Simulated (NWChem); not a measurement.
CH4FNO2Si; SMILES O1[Si](N)(OC1)F

```xyz
10

N     -1.3317     1.4136     0.0000
Si     0.0189     0.3686     0.0000
F      1.4014     1.1831     0.0000
O     -0.0001    -0.8724     1.1178
C     -0.0416    -1.7880     0.0000
O     -0.0001    -0.8724    -1.1178
H     -1.5223     1.9601     0.8333
H     -1.5223     1.9601    -0.8333
H      0.8356    -2.4427     0.0000
H     -0.9752    -2.3592     0.0000
```
Atoms are numbered in this order, from 1.

This is a stationary point of B3LYP/6-31G* (spherical d) (NWChem), point group Cs. 

Is it a minimum? If not, what does it relax to?

No. It has an imaginary frequency of 236i cm⁻¹. Following that mode (on a finer grid) lowers the energy by 5.0 kcal/mol and ends, with real frequencies alone, at point group Cs:
```xyz
10

N     -1.1919     1.5482    -0.0675
Si     0.0042     0.3648     0.0436
F      1.3664     1.1718     0.2793
O     -0.2075    -0.9460     1.0681
C     -0.0319    -1.8073    -0.0717
O      0.1060    -0.8350    -1.1239
H     -0.9936     2.5357     0.0108
H     -2.1690     1.3408    -0.2178
H      0.8750    -2.4130     0.0274
H     -0.9163    -2.4335    -0.2299
```
